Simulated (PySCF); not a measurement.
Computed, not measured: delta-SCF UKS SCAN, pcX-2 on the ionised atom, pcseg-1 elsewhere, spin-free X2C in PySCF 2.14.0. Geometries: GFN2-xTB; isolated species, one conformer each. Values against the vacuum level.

**Question.** Order these sites by rising C 1s binding energy.
A. C4 in `[PH3+:1][c:2]1[cH:3][cH:4][s:5][cH:6]1`
B. C2 in `[CH2:1]=[CH:2][C+:3]([CH3:4])[CH3:5]`
C. C2 in `[O:1]=[C:2]([O-:3])[C@H:4]([F:5])[CH:6]([F:7])[F:8]`
D. C5 in `[CH:1]#[C:2][P-:3][CH:4]1[CH2:5][CH2:6]1`

**Answer.** D (285.82 eV), C (288.63 eV), A (295.05 eV), B (296.56 eV).

The highest is bonded to C (double bond), C and H in a species of charge +1, the lowest to 2 C and 2 H in a species of charge -1; the range is 10.74 eV.

The basis sets have no added diffuse functions, a weakness for anions.
